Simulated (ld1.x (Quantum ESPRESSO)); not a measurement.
P (Z = 15), PAW: configuration errors across variants

- Element: P (Z = 15)
- Generator: ld1.x (Quantum ESPRESSO) 7.5
- Type: PAW
- Functional: LDA (PZ)
- Relativity: scalar-relativistic
- Frozen core: [Ne]
- Valence charge: 5
- Reference configuration: 3s2 3p0 (charge +3)
- Partial waves: 3s (bound): rcut 1.25, rcutus 1.65 bohr; 3s channel at -1 Ry: rcut 1.25, rcutus 1.65 bohr; 3p (bound, empty): rcut 1.25, rcutus 1.40 bohr; 3p channel at -1.95 Ry: rcut 1.25, rcutus 1.40 bohr; 3d channel at 0.1 Ry: rcut 1.10, rcutus 1.50 bohr
- Local potential: all-electron potential smoothed inside 1.35 bohr (lloc = -1)
- Core correction: Bessel-smoothed model core inside 0.80 bohr
- Augmentation charge: PSQ, radius 1.20 bohr

All-electron excitation energies from the reference (eV): (1) 3s2 3p3 -58.965; (2) 3s2 3p2 -49.144; (3) 3s2 3p1 -29.895; (4) 3s1 3p0 52.189; (5) 3s2 3p3.3 -60.301; (6) 3s1 3p3 -40.072; (7) 3s1 3p4 -50.469; (8) 3s2 3p3 spin -60.475; (9) 3s2 3p2 spin -49.987.

Spin tests fill each open shell by Hund’s rule, majority spin first.

2 further variants failed, have other tests or too few solved ones, and are left out.

Errors AE − PS in meV (a dash: test not solved or not reliable):

| change | (1) | (2) | (3) | (4) | (5) | (6) | (7) | (8) | (9) | bound ghosts |
| --- | --- | --- | --- | --- | --- | --- | --- | --- | --- | --- |
| base | -34 | -25 | -9.8 | -33 | -35 | -21 | -28 | -34 | -26 | none |
| waves 3p (bound): rcut 1.25, rcutus 1.38 bohr; 3p channel at -1.95 Ry: rcut 1.25, rcutus 1.38 bohr | -33 | -25 | -9.7 | -33 | -34 | -21 | -28 | -34 | -26 | none |
| waves 3p (bound): rcut 1.25, rcutus 1.72 bohr; 3p channel at -1.95 Ry: rcut 1.25, rcutus 1.72 bohr | -33 | -25 | -9.6 | -33 | -34 | -20 | -28 | -33 | -25 | none |
| waves 3p (bound): rcut 1.25, rcutus 1.94 bohr; 3p channel at -1.95 Ry: rcut 1.25, rcutus 1.94 bohr | -32 | -24 | -9.4 | -33 | -33 | -19 | -26 | -31 | -23 | none |
| waves 3p (bound): rcut 1.25, rcutus 2.10 bohr; 3p channel at -1.95 Ry: rcut 1.25, rcutus 2.10 bohr | -31 | -23 | -9.2 | -33 | -32 | -19 | -26 | -29 | -22 | none |

Q: Give the same row for: waves 3p (bound): rcut 1.25, rcutus 1.54 bohr; 3p channel at -1.95 Ry: rcut 1.25, rcutus 1.54 bohr.

A: -34, -25, -9.7, -33, -35, -21, -28, -34, -26; bound ghosts: none.
